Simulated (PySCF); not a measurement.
# `C[C@@H]1C[C@H]([SiH3])[C@H]1C=O`, C6H12OSi

Geometry:
```json
{"atom": "C1", "x (Å)": "-2.189", "y (Å)": "-0.688", "z (Å)": "0.047"}
{"atom": "C2", "x (Å)": "-0.983", "y (Å)": "-0.207", "z (Å)": "-0.738"}
{"atom": "C3", "x (Å)": "0.234", "y (Å)": "-1.144", "z (Å)": "-0.739"}
{"atom": "C4", "x (Å)": "1.098", "y (Å)": "-0.028", "z (Å)": "-0.126"}
{"atom": "Si5", "x (Å)": "1.945", "y (Å)": "-0.392", "z (Å)": "1.536"}
{"atom": "C6", "x (Å)": "-0.151", "y (Å)": "0.895", "z (Å)": "-0.046"}
{"atom": "C7", "x (Å)": "0.053", "y (Å)": "2.155", "z (Å)": "-0.808"}
{"atom": "O8", "x (Å)": "0.151", "y (Å)": "3.254", "z (Å)": "-0.333"}
{"atom": "H9", "x (Å)": "-1.894", "y (Å)": "-0.997", "z (Å)": "1.048"}
{"atom": "H10", "x (Å)": "-2.648", "y (Å)": "-1.538", "z (Å)": "-0.454"}
{"atom": "H11", "x (Å)": "-2.928", "y (Å)": "0.105", "z (Å)": "0.133"}
{"atom": "H12", "x (Å)": "-1.295", "y (Å)": "0.085", "z (Å)": "-1.744"}
{"atom": "H13", "x (Å)": "0.554", "y (Å)": "-1.487", "z (Å)": "-1.722"}
{"atom": "H14", "x (Å)": "0.108", "y (Å)": "-2.013", "z (Å)": "-0.095"}
{"atom": "H15", "x (Å)": "1.821", "y (Å)": "0.361", "z (Å)": "-0.846"}
{"atom": "H16", "x (Å)": "2.476", "y (Å)": "0.855", "z (Å)": "2.081"}
{"atom": "H17", "x (Å)": "3.010", "y (Å)": "-1.367", "z (Å)": "1.296"}
{"atom": "H18", "x (Å)": "0.943", "y (Å)": "-0.963", "z (Å)": "2.439"}
{"atom": "H19", "x (Å)": "-0.472", "y (Å)": "1.126", "z (Å)": "0.971"}
{"atom": "H20", "x (Å)": "0.162", "y (Å)": "1.997", "z (Å)": "-1.902"}
```

Computed with PySCF 2.14.0, TDDFT BHandHLYP/def2-SVPD circular dichroism and optical rotation, one conformer, gas phase. Geometry: GFN2-xTB.

The molecule is flexible and this is one conformer; a measurement averages over conformers.

**Question.** Draw the ECD and absorption spectra from the lowest 8 states, each a Gaussian of half-width 0.25 eV at 1/e height.

**Answer.** 
| E (eV) | λ (nm) | Δε (L mol⁻¹ cm⁻¹) | ε (L mol⁻¹ cm⁻¹) |
| --- | --- | --- | --- |
| 3.94 | 315 | -0.05 | 0.237 |
| 4.09 | 303 | -0.38 | 1.83 |
| 4.24 | 293 | -1.42 | 6.83 |
| 4.39 | 283 | -2.58 | 12.4 |
| 4.54 | 273 | -2.29 | 11 |
| 4.69 | 265 | -0.99 | 4.77 |
| 4.84 | 256 | -0.21 | 1 |
| 4.99 | 249 | -0.02 | 0.102 |
| 5.14 | 241 | 0.00 | 0 |
| 5.29 | 235 | 0.00 | 0 |
| 5.44 | 228 | 0.00 | 0 |
| 5.59 | 222 | 0.00 | 0 |
| 5.74 | 216 | 0.00 | 0 |
| 5.89 | 211 | 0.00 | 0 |
| 6.04 | 205 | 0.00 | 0 |
| 6.19 | 200 | 0.00 | 0 |
| 6.34 | 196 | 0.00 | 0.126 |
| 6.49 | 191 | +0.01 | 4.43 |
| 6.64 | 187 | +0.24 | 76 |
| 6.79 | 183 | +2.01 | 635 |
| 6.94 | 179 | +8.17 | 2580 |
| 7.09 | 175 | +16.17 | 5120 |
| 7.24 | 171 | +15.44 | 4950 |
| 7.39 | 168 | +6.02 | 2510 |
| 7.54 | 165 | -3.47 | 1480 |
| 7.69 | 161 | -9.46 | 2540 |
| 7.84 | 158 | -11.62 | 3630 |
| 7.99 | 155 | -16.45 | 3730 |
| 8.14 | 152 | -17.97 | 3700 |

Δε uses R in velocity form, ε uses f in length form. Only the states computed contribute, so the short-wavelength end is incomplete.
